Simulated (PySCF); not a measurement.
Ligands exchanged one at a time, Sn H-OH. Isolated molecules, 0 K electronic values unless said otherwise. One relaxed conformer stands for each flexible species; it need not be the lowest. Strings in code marks are SMILES.

Method: PBE-D3(BJ)/def2-TZVP (PySCF 2.14.0). Excitations are Tamm–Dancoff values on a coarser integration grid. The basis has no diffuse functions, so Rydberg states are missing or too high.

```csv
species,S1 excitation (TDA) (eV),HOMO–LUMO gap (eV),LUMO (eV),T1 excitation (TDA) (eV),S1 oscillator strength
0 of 4 H replaced by OH (`[SnH4]`),–,7.52,-0.40,–,–
1 of 4 H replaced by OH,5.33,5.15,[?],4.89,0.016
2 of 4 H replaced by OH,5.50,[?],-1.55,4.96,0.028
3 of 4 H replaced by OH (`[OH][SnH]([OH])[OH]`),5.19,4.92,-2.14,[?],[?]
4 of 4 H replaced by OH,[?],4.48,-2.90,4.28,0.015
```

Problem. Some entries are withheld; supply them.

Solution. 
- 1 of 4 H replaced by OH, LUMO (eV): -1.43
- 2 of 4 H replaced by OH, HOMO–LUMO gap (eV): 5.22
- 3 of 4 H replaced by OH (`[OH][SnH]([OH])[OH]`), T1 excitation (TDA) (eV): 4.68
- 3 of 4 H replaced by OH (`[OH][SnH]([OH])[OH]`), S1 oscillator strength: 0.047
- 4 of 4 H replaced by OH, S1 excitation (TDA) (eV): 4.66
